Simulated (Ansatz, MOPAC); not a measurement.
Gas-phase reaction in SMILES: [F][Sb]([F])[F] -> [F][Sb][F] + F atom (the F-Sb bond breaks)

Wanted: bond dissociation energy (enthalpy at 298 K), in kcal/mol. Conventions: open shells spin-unrestricted; no spin-orbit coupling; STO-3G and 3-21G all-electron and non-relativistic; def2 sets with scalar-relativistic core potentials past Kr; dispersion terms only where a functional's name holds one. First-principles rows: single points at B3LYP-D3(BJ) geometries (Ansatz, a program for electronic structure), with unscaled harmonic terms from B3LYP/6-31G* (LANL2DZ past Ar) at its own minima. Semi-empirical rows: MOPAC heats of formation at their own minima for 298 K.

```
species          coefficient  E at HF/3-21G (Ansatz), Eh  E at B3LYP/def2-TZVPD (Ansatz), Eh  H(298 K) - E, kcal/mol  heat of formation at PM6 (MOPAC), kcal/mol
---------------  -----------  --------------------------  ----------------------------------  ----------------------  ------------------------------------------
[F][Sb]([F])[F]           -1                 -6582.91277                          -540.11335                    7.29                                     -165.07
[F][Sb][F]                +1                 -6483.95907                          -440.16115                    4.95                                      -99.14
F atom                    +1                   -98.84501                           -99.77110                    1.48                                       18.89
```

 1 Eh = 627.5095 kcal/mol.

**Question.** Work the quantity out at each level.

**Answer.** 
- HF/3-21G: the sum of coefficient times E is 0.10869 Eh, or 68.20 kcal/mol; the thermal terms add -0.86. Result: 67.3 kcal/mol.
- B3LYP/def2-TZVPD: the sum of coefficient times E is 0.18110 Eh, or 113.64 kcal/mol; the thermal terms add -0.86. Result: 112.8 kcal/mol.
- PM6: the sum of coefficient times heat of formation is 84.82 kcal/mol; it needs no thermal term.
